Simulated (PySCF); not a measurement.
WO₃ + H₂O → H₂WO₂ + O₂

Level: PBE0 in the def2-TZVP basis family, computed in PySCF with density fitting; scalar-relativistic core potentials for atoms from Rb on, none lighter, no spin–orbit coupling; open shells unrestricted.

```json
{"species": "WO₃", "state and structure": "singlet, C3v, W–O 1.716 Å (×3); O–W–O 107.5° (×3)", "E (Eh)": "-292.69172", "ZPE (kJ/mol)": "23.8", "H(298 K) − H(0) (kJ/mol)": "13.3", "S° (J/(mol K))": "289.5"}
{"species": "H₂O", "state and structure": "singlet, C2v, O–H 0.960 Å (×2); H–O–H 105.1°", "E (Eh)": "-76.37736", "ZPE (kJ/mol)": "56.5", "H(298 K) − H(0) (kJ/mol)": "9.9", "S° (J/(mol K))": "188.7"}
{"species": "H₂WO₂", "state and structure": "singlet, C2v, W–H 1.732 Å (×2), W–O 1.690 Å (×2); H–W–H 119.4°, H–W–O 107.1° (×4), O–W–O 108.9°", "E (Eh)": "-218.70688", "ZPE (kJ/mol)": "54.1", "H(298 K) − H(0) (kJ/mol)": "12.6", "S° (J/(mol K))": "281.8"}
{"species": "O₂", "state and structure": "triplet, D∞h, O–O 1.193 Å", "E (Eh)": "-150.23561", "ZPE (kJ/mol)": "10.3", "H(298 K) − H(0) (kJ/mol)": "8.7", "S° (J/(mol K))": "204.9"}
```

(1) What is the electronic reaction energy?

(2) Add zero-point, thermal and entropy terms for 298.15 K and 1 bar.

Answers

(1) At PBE0/def2-TZVP, ΔE = 332.4 kJ/mol from the differences of the total energies times 2625.5, uphill. 

(2) ΔZPE = -15.9 and Δ[H(298) − H(0)] = -1.9 kJ/mol give ΔH° = 314.6 kJ/mol. ΔS° = 8.5 J/(mol K), so ΔG° = 314.6 − 298.15 × (0.0085) = 312 kJ/mol.

Spin–orbit coupling can matter for WO₃, H₂WO₂ and is left out. The structures come from searches over a few start shapes, so lower isomers are not excluded.
